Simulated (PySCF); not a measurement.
# Pb⁺: ionisation energy

Pb⁺ [Xe] 4f14 5d10 6s2 6p1 (2P) → Pb²⁺ [Xe] 4f14 5d10 6s2 (1S), as a difference of total energies. Computed with PySCF 2.14 in aug-cc-pwCVTZ-DK3, with the spin-free X2C one-electron Hamiltonian (Gaussian nucleus). The calculations carry no spin-orbit coupling.

| method | ionisation energy (eV) |
| --- | --- |
| UHF | 13.235 |
| M06-L | 13.347 |
| MN15 | 13.897 |

For comparison: 13.869 eV (measured; NIST levels, between the centres of gravity of the two terms).
